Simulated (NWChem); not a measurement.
Molecule: AlAsH$_{4}$; SMILES [AlH2][AsH2]

```xyz
6

Al     0.0157    -1.6728     0.0000
As     0.0501     0.7581     0.0000
H     -0.9907     0.8258    -1.1128
H     -0.9907     0.8258     1.1128
H      0.0621    -2.4614     1.3813
H      0.0621    -2.4614    -1.3813
```
Atoms are numbered in this order, from 1.

All runs use the structure optimised with PBE0/def2-SVP.

Symmetry labels are those of Cs in the frame above (b1 and b2, or b-type labels, depend on it).

Problem. List the 4 lowest vertical singlet excitations from PBE/def2-SVPD, full TDDFT (NWChem).

Solution. 
```
state  energy (eV)  oscillator strength  symmetry  leading excitation (squared amplitude)
-----  -----------  -------------------  --------  --------------------------------------
S1            3.88                0.014        a'                      HOMO → LUMO (0.98)
S2            4.94                0.000        a"                    HOMO−1 → LUMO (1.00)
S3            5.27                0.002        a'                    HOMO−2 → LUMO (0.91)
S4            5.67                0.001        a"                    HOMO → LUMO+2 (0.99)
```
